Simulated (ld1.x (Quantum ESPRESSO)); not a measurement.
**I: TM pseudisation with PBE, scalar-relativistic reference atom.**

```
Element                 : I
Generator               : ld1.x (Quantum ESPRESSO) 7.5
Type                    : norm-conserving Troullier–Martins (Kleinman–Bylander form)
Functional              : PBE
Relativity              : scalar-relativistic
Frozen core             : [Kr] 4d10
Valence charge          : 7
Reference configuration : 5s1.5 5p5.5
Partial waves           : 5p (bound): rc 1.85 bohr; 5d channel at 0.3 Ry: rc 1.75 bohr; 5s (bound): rc 1.25 bohr
Local potential         : the s channel
Core correction         : none
```

All-electron outer shells of the reference configuration (PBE, scalar-relativistic, ld1.x):

```csv
shell,level (eV),outermost node (bohr),outermost maximum (bohr)
4p,-128.26,0.37,0.72
4d,-50.94,0.35,0.78
5s,-17.77,0.88,1.70
5p,-7.36,0.96,2.02
```

Calculated quality:

```json
{"Cutoffs needed": "120 Ry and 230 Ry (the cutoffs (Ry, on a coarse ladder) from which the occupation-weighted sum of valence levels, in a spherical-Bessel basis at the reference potential, stays within 10 and 1 mRy of its value at 400 Ry)", "Ghost test": "ghost states, extra bound levels that the all-electron valence spectrum of the same l lacks: p at -1719.5 eV, d at -94.8 eV; a true bound ghost makes a file unfit for plane-wave use (spherical-Bessel basis up to 400 Ry, 20 bohr box)", "Largest excitation error": "+148 meV (all-electron minus pseudo) for 5s2 5p1, out of 7 test configurations"}
```

Generation and tests took about 2.4 s on one core of a shared server CPU.
